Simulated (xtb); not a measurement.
dimethyl telluride (C2H6Te), SMILES C[Te]C. All values are semi-empirical tight-binding results from xtb (GFN2-xTB unless named), good for trends rather than for accurate numbers. The structure is a stationary point at GFN2-xTB.

Q: Estimate the properties. (Estimate from the structure and the level; the computed values follow.)

A: 
```yaml
point_group_as_xtb_finds_it: C2v
orbital_gap: 4.19 eV
zero_point_energy: 45.3 kcal/mol
G − E(el) at 298.15 K (modified RRHO): 26.9 kcal/mol
static polarisability (D4 model): 66.6 bohr³
solvation energy, GFN2-xTB/ALPB(water): -0.9 kcal/mol
solvation energy, GFN2-xTB/ALPB(acetone): -4.2 kcal/mol
```
